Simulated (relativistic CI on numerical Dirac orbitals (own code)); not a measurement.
d2 in a ligand field

Computed with a parametric ligand-field model of a d^n configuration (Racah B and C, spin-orbit zeta, crystal field), exact diagonalisation.

Field parameters in Wybourne normalisation: Td as Oh with Dq negative (B⁴₀ = 21Dq, B⁴₄ = √(5/14) B⁴₀). The field is a parameter set, without covalency.

(1) Ground term and bands for B = 670, C = 2890, ζ = 0 cm⁻¹, Td, 10Dq = -670 cm⁻¹?

(2) Ground term and bands for B = 670, C = 2890, ζ = 0 cm⁻¹, Td, 10Dq = -10920 cm⁻¹?

(3) Ground term and bands for B = 670, C = 2890, ζ = 0 cm⁻¹, Td, 10Dq = -6700 cm⁻¹?

(4) Ground term and bands for B = 670, C = 2890, ζ = 0 cm⁻¹, Td, 10Dq = -2480 cm⁻¹?

(5) Ground term and bands for B = 670, C = 2890, ζ = 0 cm⁻¹, Td, 10Dq = -3080 cm⁻¹?

Results:

(1) Ground term 3A2 with 2.00 electrons in the two orbitals of the cubic e set. Spin-allowed: 3T2 670 cm⁻¹, 3T1 1199 cm⁻¹, 3T1 10861 cm⁻¹ (921 nm). Lowest spin-forbidden: 1E 9616 cm⁻¹ (1040 nm), 1T2 10064 cm⁻¹ (994 nm), 1A1 14336 cm⁻¹ (698 nm). With an A2 ground term the first spin-allowed band lies at |10Dq| itself.

(2) Ground term 3A2 with 2.00 electrons in the two orbitals of the cubic e set. Spin-allowed: 3T2 10920 cm⁻¹ (916 nm), 3T1 16700 cm⁻¹ (599 nm), 3T1 26110 cm⁻¹ (383 nm). Lowest spin-forbidden: 1E 10903 cm⁻¹ (917 nm), 1A1 18664 cm⁻¹ (536 nm), 1T2 21612 cm⁻¹ (463 nm). With an A2 ground term the first spin-allowed band lies at |10Dq| itself.

(3) Ground term 3A2 with 2.00 electrons in the two orbitals of the cubic e set. Spin-allowed: 3T2 6700 cm⁻¹ (1493 nm), 3T1 11041 cm⁻¹ (906 nm), 3T1 19109 cm⁻¹ (523 nm). Lowest spin-forbidden: 1E 10767 cm⁻¹ (929 nm), 1T2 17170 cm⁻¹ (582 nm), 1A1 17491 cm⁻¹ (572 nm). With an A2 ground term the first spin-allowed band lies at |10Dq| itself.

(4) Ground term 3A2 with 2.00 electrons in the two orbitals of the cubic e set. Spin-allowed: 3T2 2480 cm⁻¹, 3T1 4351 cm⁻¹ (2299 nm), 3T1 13139 cm⁻¹ (761 nm). Lowest spin-forbidden: 1E 10307 cm⁻¹ (970 nm), 1T2 12390 cm⁻¹ (807 nm), 1A1 15540 cm⁻¹ (643 nm). With an A2 ground term the first spin-allowed band lies at |10Dq| itself.

(5) Ground term 3A2 with 2.00 electrons in the two orbitals of the cubic e set. Spin-allowed: 3T2 3080 cm⁻¹ (3247 nm), 3T1 5363 cm⁻¹ (1865 nm), 3T1 13927 cm⁻¹ (718 nm). Lowest spin-forbidden: 1E 10426 cm⁻¹ (959 nm), 1T2 13111 cm⁻¹ (763 nm), 1A1 15884 cm⁻¹ (630 nm). With an A2 ground term the first spin-allowed band lies at |10Dq| itself.
